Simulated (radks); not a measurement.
Radial electron density D(r) = 4 pi r^2 rho(r) of an atom or ion with 64 electrons. Method: scalar-relativistic Kohn-Sham, PBEsol, spin-unpolarised, spherical densities, finite nucleus; Fermi nuclear charge, rms radius of each element as measured or else 0.836 A^(1/3) + 0.57 fm; computed with a radial shooting solver on a logarithmic mesh with Libxc functionals.

| r (bohr) | D(r) (e/bohr) |
|---|---|
| 0.003594 | 29.78 |
| 0.004184 | 36.03 |
| 0.00487 | 43.05 |
| 0.00567 | 50.69 |
| 0.006601 | 58.70 |
| 0.007684 | 66.69 |
| 0.009018 | 74.47 |
| 0.0105 | 80.62 |
| 0.01222 | 84.92 |
| 0.01423 | 86.88 |
| 0.01656 | 86.35 |
| 0.01928 | 83.75 |
| 0.02245 | 80.17 |
| 0.02634 | 77.24 |
| 0.03067 | 77.29 |
| 0.0357 | 81.60 |
| 0.04156 | 90.26 |
| 0.04838 | 101.4 |
| 0.05633 | 111.3 |
| 0.0661 | 115.7 |
| 0.07695 | 111.9 |
| 0.08958 | 101.9 |
| 0.1043 | 91.32 |
| 0.1214 | 86.88 |
| 0.1413 | 91.13 |
| 0.1659 | 99.79 |
| 0.1931 | 102.0 |
| 0.2248 | 91.43 |
| 0.2617 | 71.06 |
| 0.3047 | 51.93 |
| 0.3547 | 43.86 |
| 0.4162 | 47.13 |
| 0.4845 | 52.05 |
| 0.5641 | 50.21 |
| 0.6567 | 40.89 |
| 0.7645 | 29.25 |
| 0.89 | 20.25 |
| 1.036 | 15.10 |
| 1.216 | 12.08 |
| 1.415 | 9.610 |
| 1.648 | 6.930 |
| 1.918 | 4.390 |
| 2.233 | 2.474 |
| 2.6 | 1.323 |
| 3.051 | 0.7310 |
| 3.552 | 0.4716 |
| 4.135 | 0.3137 |
| 4.814 | 0.1872 |
| 5.604 | 0.09238 |
| 6.524 | 0.03621 |
| 7.656 | 0.01008 |
| 8.912 | 0.002152 |
| 10.38 | 0.0003189 |

What is the nuclear charge?

Answer. Z = 65. The innermost maximum, from 1s, lies near gamma/Z bohr with gamma = sqrt(1 - (Z/c)^2) = 0.880, here 0.0135 bohr (found: 0.0148), and its height grows with Z. The density is that of the terbium ion Tb+ in [Xe] 4f9 6s1; the configuration itself is not fixed sharply by these data, and Z only to a few units. D(r) has 4 maxima, at r = 0.0148, 0.0661, 0.186, 0.508 bohr, and minima at 0.0285, 0.121, 0.363 bohr, inside which lie 1.94, 11.14, 29.44 electrons.
